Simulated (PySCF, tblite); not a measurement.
A complex of Ca2+ and 5 × hydrogen fluoride

A gas-phase complex of Ca2+ and 5 × hydrogen fluoride; charge +2, singlet. The structure comes from a short search (6 tight-binding starts) and was relaxed by PBE0-D3(BJ)/def2-SVPD; another way of binding may lie lower. No frequency run checks that it is a minimum.

Parts: 1 = Ca2+ ([Ca+2]), atoms 1, charge +2; 2 = hydrogen fluoride (F), atoms 2–3; 3 = hydrogen fluoride (F), atoms 4–5; 4 = hydrogen fluoride (F), atoms 6–7; 5 = hydrogen fluoride (F), atoms 8–9; 6 = hydrogen fluoride (F), atoms 10–11.

Coordinates in Å:
```
Ca1     0.760    0.715   -0.092
F2      0.007    2.634    0.889
H3     -0.281    3.431    1.281
F4      0.003    1.470   -2.120
H5     -0.313    1.776   -2.945
F6      2.622   -0.093   -1.140
H7      3.395   -0.411   -1.557
F8      1.651    0.095    1.928
H9      2.019   -0.156    2.749
F10    -0.869   -0.872    0.066
H11    -1.530   -1.529    0.131
```

Contacts between parts, classed by geometry: Ca1···F10 2.280 Å (ion contact); Ca1···F2 2.282 Å (ion contact); Ca1···F6 2.284 Å (ion contact); Ca1···F8 2.293 Å (ion contact); Ca1···F4 2.294 Å (ion contact).

Interaction energies are complex less parts, with the parts frozen as they stand in it; counterpoise-corrected, in kcal/mol (PySCF).

How strongly do the parts interact, level by level?


```
                 level  interaction  superposition error removed
wB97M-D3(BJ)/def2-SVPD      -161.48                        -4.03
 PBE0-D3(BJ)/def2-SVPD      -164.60                        -4.45
```

What holds them together? Decompose the wB97M-D3(BJ)/def2-SVPD energy: frozen parts, their antisymmetrised product, then relaxation.

electrostatic -140.1, Pauli repulsion +50.8, orbital relaxation -73.3, dispersion correction -2.9 kcal/mol, which sum to the value before the counterpoise correction; the Pauli term holds the exchange-correlation of the frozen density too. Of the attraction, 65 % is electrostatic, 34 % is orbital relaxation, 1 % is dispersion correction.

The parts were also relaxed and run alone, at the levels used for the complex: shieldings by PBE0/pcSseg-2; core levels by delta-SCF with SCAN, pcX-2 on the ionised atom and pcseg-1 elsewhere, spin-free X2C.

What does binding change?


| property | alone | in the complex | change |
| --- | --- | --- | --- |
| shielding of Ca1 (ppm) | 1413.0 | 1280.7 | -132.2 |
| shielding of F10 (ppm) | 410.9 | 389.6 | -21.3 |
| shielding of F2 (ppm) | 410.9 | 389.8 | -21.0 |
| F2 1s core level (eV) | 694.12 | 703.88 | +9.77 |
| F6 1s core level (eV) | 694.12 | 703.88 | +9.76 |
| F10 1s core level (eV) | 694.12 | 703.89 | +9.78 |

Multiply charged ions in the gas phase bind far more strongly than in solution.

The 4 runs behind this took 2.3 min in all, one thread each of Intel Xeon Platinum 8488C on a shared host, launched as `OMP_NUM_THREADS=1 python cluster_run.py task.json out`.
